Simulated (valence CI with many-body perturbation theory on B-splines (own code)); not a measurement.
## E1 transitions of Ir63+

Calculated by relativistic CI+MBPT: four valence electrons over a frozen Dirac-Fock core [Ne], a basis of 11 s, 11 p, 10 d, 8 f, 5 g, 2 h functions for each j, with the one-electron correlation potential Σ1, the two-electron term Σ2, the three-electron term Σ3, Breit, model QED; selected CI, second order for the rest, scaled by the run's own slope (own B-spline code, finite nucleus).

The last digits are not significant, and no measured levels were compared; by estimate large intervals hold to a few tenths of a per cent, small ones and those within an open d or f shell to about a per cent. Among the levels kept, up to 600 cm⁻¹ of a level comes from second order outside the variational space, and about a tenth of that is noise between levels of different J, which matters for small intervals.

Lines 1 to 50 of 575 in falling wavelength, among levels below 16183 × 10³ cm⁻¹, chosen from the strongest by gf and those to the six lowest levels. Wavelengths and rates use the calculated energies. Electric multipoles are in the length gauge, E1 and E2 with the static RPA response of the core. Weak lines are less certain than strong ones. Lines between different terms over intervals too small for the method are left out, as are lines whose strength nearly cancels. The highest levels of a list are the least certain.

Levels are named by their leading jj configuration (3d3/2^4 stands for four electrons in 3d with j = 3/2), which in mixed levels can hold well under half, so a name can repeat and another be missing. Letters in brackets count levels of one name in rising energy.

```tsv
λ vac (Å)	Upper	Lower	A (s⁻¹)	S (a.u.)
90.28	(3s 3p1/2 3d3/2 3d5/2) J=4 [a]	(3s^2 3d3/2 3d5/2) J=3	6.16e+09	2.01e-02
83.97	(3s 3p1/2 3d3/2 3d5/2) J=5	(3s^2 3d3/2 3d5/2) J=4	1.55e+10	4.99e-02
83.62	(3p1/2 3p3/2^2 3d3/2) J=4	(3s 3p3/2^2 3d3/2) J=3 [b]	8.70e+09	2.26e-02
83.21	(3s 3p1/2 3p3/2 3d3/2) J=4	(3s^2 3p3/2 3d3/2) J=3	1.09e+10	2.80e-02
79.11	(3p1/2 3p3/2^2 3d5/2) J=5	(3s 3p3/2^2 3d5/2) J=4 [b]	1.17e+10	3.14e-02
73.80	(3s 3p1/2 3d3/2 3d5/2) J=3 [c]	(3s^2 3d3/2 3d5/2) J=2	1.40e+10	1.95e-02
73.34	(3s 3p1/2 3d5/2^2) J=5	(3s^2 3d5/2^2) J=4	3.15e+10	6.74e-02
73.22	(3p1/2^2 3d3/2 3d5/2) J=4	(3s 3p1/2 3d3/2 3d5/2) J=3 [d]	2.37e+10	4.13e-02
72.74	(3s 3p1/2^2 3p3/2) J=2	(3s^2 3p1/2 3p3/2) J=2	1.38e+10	1.31e-02
72.43	(3s 3p1/2 3p3/2 3d5/2) J=5	(3s^2 3p3/2 3d5/2) J=4	2.37e+10	4.89e-02
71.90	(3s 3p1/2 3d5/2^2) J=3 [a]	(3s^2 3d5/2^2) J=2	2.77e+10	3.56e-02
71.78	(3s 3p1/2 3p3/2^2) J=3	(3s^2 3p3/2^2) J=2	1.62e+10	2.07e-02
70.67	(3s 3p1/2 3d3/2 3d5/2) J=4 [c]	(3s^2 3d3/2 3d5/2) J=4	1.54e+10	2.41e-02
70.65	(3s 3p1/2 3p3/2 3d5/2) J=4 [c]	(3s^2 3p3/2 3d5/2) J=3	1.47e+10	2.30e-02
69.74	(3s 3p1/2 3d5/2^2) J=1 [b]	(3s^2 3d5/2^2) J=0	3.07e+10	1.54e-02
69.61	(3s 3p1/2^2 3d5/2) J=3	(3s^2 3p1/2 3d5/2) J=3	1.92e+10	2.23e-02
69.57	(3p1/2^2 3p3/2 3d5/2) J=4	(3s 3p1/2 3p3/2 3d5/2) J=3 [c]	2.02e+10	3.02e-02
69.08	(3s 3p1/2^2 3d5/2) J=3	(3s^2 3p1/2 3d5/2) J=2	3.12e+10	3.55e-02
68.88	(3s 3p1/2 3p3/2 3d5/2) J=3 [b]	(3s^2 3p3/2 3d5/2) J=2	1.89e+10	2.13e-02
68.83	(3s 3p1/2 3p3/2 3d3/2) J=3 [c]	(3s^2 3p3/2 3d3/2) J=3	2.14e+10	2.41e-02
68.82	(3s 3p1/2^2 3p3/2) J=2	(3s^2 3p1/2 3p3/2) J=1	1.71e+10	1.37e-02
68.19	(3p1/2 3p3/2^2 3d5/2) J=4 [b]	(3s 3p3/2^2 3d5/2) J=3 [a]	1.64e+10	2.31e-02
68.14	(3p1/2^2 3d3/2 3d5/2) J=4	(3s 3p1/2 3d3/2 3d5/2) J=4 [c]	1.96e+10	2.75e-02
67.75	(3s 3p1/2 3d5/2^2) J=2 [b]	(3s^2 3d5/2^2) J=2	3.05e+10	2.34e-02
67.35	(3p1/2^2 3d3/2 3d5/2) J=2	(3s 3p1/2 3d3/2 3d5/2) J=3 [c]	2.64e+10	1.99e-02
67.21	(3p1/2^2 3p3/2 3d3/2) J=3	(3s 3p1/2 3p3/2 3d3/2) J=3 [c]	2.64e+10	2.77e-02
67.14	(3s 3p1/2^2 3d3/2) J=1	(3s^2 3p1/2 3d3/2) J=2	3.90e+10	1.75e-02
66.90	(3s 3p1/2 3d5/2^2) J=4 [b]	(3s^2 3d5/2^2) J=4	2.50e+10	3.32e-02
66.79	(3p1/2^2 3p3/2 3d5/2) J=3	(3s 3p1/2 3p3/2 3d5/2) J=2 [c]	2.19e+10	2.25e-02
66.57	(3p1/2^2 3d3/2^2) J=0	(3s 3p1/2 3d3/2^2) J=1 [b]	1.04e+11	1.52e-02
66.44	(3p1/2^2 3p3/2 3d5/2) J=3	(3s 3p1/2 3p3/2 3d5/2) J=3 [d]	1.66e+10	1.68e-02
66.17	(3p1/2^2 3d5/2^2) J=4	(3s 3p1/2 3d5/2^2) J=3 [b]	5.50e+10	7.07e-02
65.92	(3s 3p1/2 3d3/2 3d5/2) J=3 [d]	(3s^2 3d3/2 3d5/2) J=4	2.73e+10	2.71e-02
65.40	(3s 3p1/2 3d5/2^2) J=3 [b]	(3s^2 3d5/2^2) J=4	3.15e+10	3.04e-02
65.39	(3p1/2 3p3/2^2 3d3/2) J=4	(3s 3p3/2^2 3d3/2) J=4	2.05e+10	2.55e-02
65.16	(3p1/2^2 3p3/2 3d5/2) J=4	(3s 3p1/2 3p3/2 3d5/2) J=4 [b]	1.23e+10	1.51e-02
64.69	(3p1/2^2 3d5/2^2) J=4	(3s 3p1/2 3d5/2^2) J=4 [b]	4.53e+10	5.45e-02
64.67	(3p1/2^2 3d5/2^2) J=2	(3s 3p1/2 3d5/2^2) J=1 [a]	3.73e+10	2.49e-02
64.66	(3p1/2^2 3p3/2 3d5/2) J=2	(3s 3p1/2 3p3/2 3d5/2) J=2 [b]	2.81e+10	1.87e-02
64.65	(3p1/2^2 3d3/2 3d5/2) J=2	(3s 3p1/2 3d3/2 3d5/2) J=1 [b]	2.14e+10	1.43e-02
64.46	(3s 3p1/2^2 3d3/2) J=2	(3s^2 3p1/2 3d3/2) J=2	2.96e+10	1.95e-02
64.43	(3s 3p1/2 3p3/2 3d5/2) J=3 [d]	(3s^2 3p3/2 3d5/2) J=3	2.56e+10	2.36e-02
64.31	(3s 3p1/2^2 3d5/2) J=2	(3s^2 3p1/2 3d5/2) J=3	4.30e+10	2.82e-02
64.18	(3p1/2 3p3/2^2 3d3/2) J=3 [a]	(3s 3p3/2^2 3d3/2) J=3 [a]	2.34e+10	2.14e-02
64.02	(3p1/2^2 3d3/2 3d5/2) J=3	(3s 3p1/2 3d3/2 3d5/2) J=3 [b]	4.50e+10	4.07e-02
63.93	(3p1/2^2 3d5/2^2) J=2	(3s 3p1/2 3d5/2^2) J=2 [b]	6.06e+10	3.91e-02
62.39	(3p1/2^2 3d3/2 3d5/2) J=2	(3s 3p1/2 3d3/2 3d5/2) J=2 [b]	3.89e+10	2.33e-02
62.30	(3s 3p1/2^2 3p3/2) J=1	(3s^2 3p1/2 3p3/2) J=2	4.84e+10	1.73e-02
62.24	(3p1/2^2 3d3/2^2) J=2	(3s 3p1/2 3d3/2^2) J=3	5.34e+10	3.18e-02
62.22	(3p1/2^2 3d5/2^2) J=0	(3s 3p1/2 3d5/2^2) J=1 [b]	2.03e+11	2.41e-02
```
